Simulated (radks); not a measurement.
Question: The mean radii <r> (bohr) of the occupied orbitals of an atom or ion are listed with their occupations. Method: scalar-relativistic Kohn-Sham, exchange-only LDA, spin-polarised, spherical densities, point nucleus; computed with a radial shooting solver on a logarithmic mesh with Libxc functionals.

orbital  occ.      <r>
1s up       1  0.05496

Name the element and its charge. Open shells, if any, are filled with parallel spins first.

Answer: Z = 27, cobalt, charge +26: Co26+ in 1s1. The 1s radius gives Z: for a bare nucleus <r> = (2 gamma + 1)/(2Z) with gamma = sqrt(1 - (Z/c)^2), 0.05483 bohr for Z = 27, and the self-interaction of the functional makes it slightly larger (0.05496 here). The occupations add up to 1, and the charge is Z minus that.
